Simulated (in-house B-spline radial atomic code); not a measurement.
## Ionising Sm with different functionals

Computed with a B-spline radial code for spherical atoms: four-component Dirac-Coulomb Hamiltonian, Fermi nucleus of rms radius 5.0819 fm, spin-restricted, spherical fractional occupations for the functionals. The ionisation energy is the difference of two self-consistent energies, [Xe] 4f6 6s2 → [Xe] 4f6 6s1, without Breit or QED terms; ε is the level of the shell that loses the electron (mean over j).

Hybrids are left out here: with spherical fractional occupations of an open shell their exact exchange keeps a self-interaction that integer-occupation calculations don't have.

| method | rung | ΔSCF (eV) | -ε(6s) (eV) |
| --- | --- | --- | --- |
| LDA VWN5 | LDA | 6.14 | 3.72 |
| relativistic LDA | LDA | 6.13 | 3.71 |
| LDA PW92 | LDA | 6.15 | 3.72 |
| LDA exchange-only | LDA | 5.30 | 2.92 |
| PBE | GGA | 5.95 | 3.58 |
| PBEsol | GGA | 5.97 | 3.60 |
| BLYP | GGA | 5.89 | 3.45 |
| RPBE | GGA | 5.85 | 3.53 |
| PW91 | GGA | 5.98 | 3.62 |
| BP86 | GGA | 6.12 | 3.72 |
| AM05 | GGA | 5.90 | 3.54 |
| OLYP | GGA | 5.58 | 3.26 |

How do they compare with the NIST value?

NIST lists 5.644 eV (measured, ground level to ground level). Errors run from -0.34 to +0.50 eV; OLYP is closest (-0.06 eV), but part of that can be cancellation, since the calculations leave out Breit-QED terms, spin polarisation, the choice among j levels, multiplet and fine-structure energies.
